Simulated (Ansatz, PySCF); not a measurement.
Reaction (SMILES): C/C=C(/[SiH3])CC [[(E)-pent-2-en-3-yl]silane] + 6 [H][H] (H2) → 5 C (CH4) + [SiH4] (SiH4)
Each molecule is optimised on its own at B3LYP-D3(BJ)/def2-TZVP (Ansatz, a first-principles code), one conformer each, not searched for the lowest. Frequencies are from Ansatz or PySCF.
Geometry of the first species:
SMILES: C/C=C(/[SiH3])CC
```xyz
18

C     -2.5250     0.2124    -0.1326
C     -1.1707     0.7923     0.1369
C      0.0192     0.2472    -0.1452
Si     1.5758     1.1709     0.3044
C      0.1797    -1.1117    -0.7947
C      0.2477    -2.2443     0.2365
H     -2.4835    -0.7460    -0.6467
H     -3.1251     0.8998    -0.7359
H     -3.0690     0.0673     0.8056
H     -1.1891     1.7645     0.6238
H      2.4485     0.3515     1.1843
H      2.3679     1.4794    -0.9140
H      1.2378     2.4349     1.0009
H      1.0934    -1.1252    -1.3966
H     -0.6391    -1.3032    -1.4920
H     -0.6770    -2.2962     0.8136
H      1.0670    -2.0850     0.9398
H      0.4024    -3.2094    -0.2499
```
Charge 0, spin multiplicity 1.

Property: energy of full hydrogenation (enthalpy at 298 K, with B3LYP-D3(BJ) rigid-rotor harmonic-oscillator terms), in kJ/mol. Correlated levels leave the core frozen unless marked. Spin-orbit coupling is left out. Non-relativistic. CBS marks a two-point X^-3 extrapolation of the correlation energy; Hartree-Fock from the larger set.

| level | program | energy of full hydrogenation (kJ/mol) |
|---|---|---|
| PBE0/def2-SVP | Ansatz | -409.4 |
| PBE0-D4/def2-TZVP | Ansatz + dftd4 | … |
| CAM-B3LYP-D4/def2-TZVPD | Ansatz + dftd4 | -383.0 |
| SCS-MP2/cc-pV(T+d)Z | Ansatz | -364.1 |
| CCSD/cc-pV(T+d)Z | Ansatz | -388.5 |
| CCSD(T)/CBS(cc-pV(T+d)Z,cc-pV(Q+d)Z) | Ansatz | … |

Task: Fill in the missing entries.

Result: 
- PBE0-D4/def2-TZVP, energy of full hydrogenation (kJ/mol): -372.8
- CCSD(T)/CBS(cc-pV(T+d)Z,cc-pV(Q+d)Z), energy of full hydrogenation (kJ/mol): -358.0
